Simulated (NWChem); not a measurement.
HfNH$_{2}$SF; SMILES [NH2][Hf](=[S])[F]

```xyz
6

Hf    -0.0160     0.1867     0.1784
S     -0.1827    -2.0023    -0.2066
F     -1.4555     1.2565    -0.5237
N      1.7999     0.7745    -0.4684
H      2.0346     1.7193    -0.7718
H      2.5413     0.1475    -0.7753
```
Atoms are numbered in this order, from 1.

All runs use the structure optimised with PBE0/def2-SVP. def2 effective core potentials on Hf; no spin-orbit coupling.

List the 6 lowest vertical singlet excitations from B3LYP/def2-SVP with def2 effective core potentials on Hf, full TDDFT (NWChem).


```tsv
state	energy (eV)	oscillator strength	leading excitation (squared amplitude)
S1	2.11	0.003	HOMO → LUMO (1.00)
S2	2.40	0.011	HOMO−1 → LUMO (0.98)
S3	3.02	0.012	HOMO−2 → LUMO (0.98)
S4	3.69	0.020	HOMO−3 → LUMO (0.98)
S5	4.08	0.007	HOMO → LUMO+1 (0.87)
S6	4.33	0.010	HOMO → LUMO+2 (0.86)
```
